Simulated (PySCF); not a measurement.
Ionising SrH

UHF-CCSD; Sr def2-TZVP with ECP28, H def2-TZVP; scalar-relativistic core potentials (PySCF 2.14). Neutral (UHF): doublet (σ ↑), Re = 2.187 Å, ωe = 1138 cm⁻¹, De = 1.37 eV.

SrH⁺ (RHF): singlet (closed shell), Re = 2.063 Å, ωe = 1343 cm⁻¹, De = 1.73 eV to Sr⁺ + H. The energies at the minima are -31.07415 hartree for SrH and -30.88340 for SrH⁺.

Work out the adiabatic ionisation energy, without and with harmonic zero-point energies (1 hartree = 27.2114 eV, 1 eV = 8065.5 cm⁻¹), and the change of the bond length.

At CCSD: 0.19075 hartree = 5.191 eV between the minima; the zero-point term (1343.0 − 1138.0)/2 cm⁻¹ = +0.013 eV makes it 5.203 eV. Re changes by -12.4 pm against the neutral. The electron leaves a σ orbital, and the shorter bond of the ion fits an antibonding orbital, or a change in how ionic the bond is.

Correlated steps freeze no core orbitals. For an ion De counts to the pair picked by the measured ionisation energies or electron affinities, which need not be the lowest pair at this level. Where the molecule has an RHF reference, its open-shell atoms are computed with UHF. The CCSD T1 diagnostic is raised in SrH⁺, a sign that a single reference may not be enough there. States were picked by a PBE0 search and need not be the measured ground states.

Neutral and ion stand on different kinds of reference determinant, which adds to the error of the difference.
